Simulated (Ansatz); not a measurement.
**Reading a saddle point**

A first-order saddle point of GeH5ClO, singlet, PBE0-D4/def2-TZVP, with one imaginary mode of 157i cm⁻¹:

| atom | x (Å) | y (Å) | z (Å) |
| --- | --- | --- | --- |
| Ge1 | -0.3800 | -0.7350 | 0.1417 |
| O2 | 0.4847 | 1.0628 | 0.5003 |
| H3 | -1.4750 | -0.8412 | -0.9195 |
| H4 | 0.5995 | -1.8776 | 0.3766 |
| H5 | -1.1292 | -0.4848 | 1.4872 |
| H6 | 0.9174 | 1.1454 | -0.4135 |
| Cl7 | 1.1043 | -0.0601 | -1.8563 |
| H8 | -0.1217 | 1.7905 | 0.6835 |

Computed with Ansatz 0.2.0 (basis: def2-TZVPP and def2-QZVPP); correlated methods freeze the cores. Filled d shells of the heavier atoms are correlated. The def2 sets are not built for correlating such inner shells, so the correlated values are less sure here. Extrapolation: Hartree–Fock as exp(−7.88 √X), correlation as X^−2.97.

**Question.** Which contacts change along the imaginary mode, and what lies on either side? (Judge from chemistry; the calculation decides.)

**Answer.** By the calculation: The step is GeH₄O ([OH][GeH3]) + HCl → GeH₃Cl ([Cl][GeH3]) + H₂O, with the molecules in contact on both sides. Shortening one way: Ge1–Cl7, O2–H6; lengthening the same way: Ge1–O2, H6–Cl7.
```json
{"pair": "Ge1–Cl7", "one side (Å)": "4.17", "saddle (Å)": "2.58", "other side (Å)": "2.17"}
{"pair": "O2–H6", "one side (Å)": "1.74", "saddle (Å)": "1.01", "other side (Å)": "0.96"}
{"pair": "Ge1–O2", "one side (Å)": "1.80", "saddle (Å)": "2.03", "other side (Å)": "3.25"}
{"pair": "H6–Cl7", "one side (Å)": "1.31", "saddle (Å)": "1.89", "other side (Å)": "2.55"}
```

**Question.** Which side is lower, and how far does the saddle lie above each? (An estimate is asked for; the value comes from the calculation.)

**Answer.** The calculation gives: The side with Ge1–Cl7, O2–H6 short is lower by 0.432 eV; the saddle lies 1.150 eV above it and 0.717 eV above the other (CCSD(T) at an estimated basis limit (MP2 extrapolated from triple and quadruple zeta, plus CCSD(T) − MP2 in triple zeta); electronic energies).

No T1 diagnostic of these runs exceeds 0.012.

Hydrogen chloride, the by-product of chloride precursors, can attack films and sites by steps of this kind.

Labels in which every atom is bracketed show which atoms are joined, not bond orders.

For scale, one of the runs: CCSD(T)/def2-TZVPP, 191 basis functions, launched by `ansatz run in.yaml --threads 4 --pin off --events-out ev --progress --plain --max-ram 9574MiB`. Hardware: 4 CPU threads of an Arm Neoverse V1, shared host. Wall time 50 s; peak host memory 2.1 GiB.
